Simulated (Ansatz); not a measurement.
`[CH3][Ti]([CH3])([F])[F]` + `CC1=CC(C(F)(F)F)=[O+][Ti-]([F])([F])([F])[O]1` → `CC1=CC(C(F)(F)F)=[O+][Ti-]([CH3])([F])([F])[O]1` + `[CH3][Ti]([F])([F])[F]`  (redistribution)

Gas-phase electronic energies from Ansatz, PBE0-D4/def2-TZVP geometries. CCSD(T)/CBS is the MP2 limit (def2-TZVPP, def2-QZVPP) plus CCSD(T) − MP2 in def2-TZVPP, frozen cores. DFT in def2-TZVPP. For Ti outer-core shells are correlated without core-valence functions, which leaves a few kJ/mol of doubt a bond. Scalar relativity is left out up to krypton.

```json
{"level": "PBE-D4", "ΔE (kcal/mol)": "-4.9"}
{"level": "PBE-QIDH", "ΔE (kcal/mol)": "-5.2"}
{"level": "LC-ωPBE", "ΔE (kcal/mol)": "-4.9"}
{"level": "RPA@PBE/def2-TZVPP", "ΔE (kcal/mol)": "-5.8"}
```

Task: What does CCSD(T)/CBS give? (Estimate.)

Result: Ansatz gave: -5.8 kcal/mol. The listed levels differ from it by 0.9, 0.6, 0.9, 0.0 kcal/mol.

Largest T1 diagnostic among the species: 0.022, so the coupled-cluster value is less sure than usual.

Leaving LDA and LC-ωPBE aside and taking each functional with its dispersion term where it has one, the values, not all of them listed here, spread over 1.0 kcal/mol, from BHLYP-D4 to B97M-V. In def2-TZVPP, CCSD(T) changes the Hartree–Fock value by −1.2 kcal/mol (the triples alone add +0.3 kcal/mol) and MP2 by −1.6 kcal/mol.
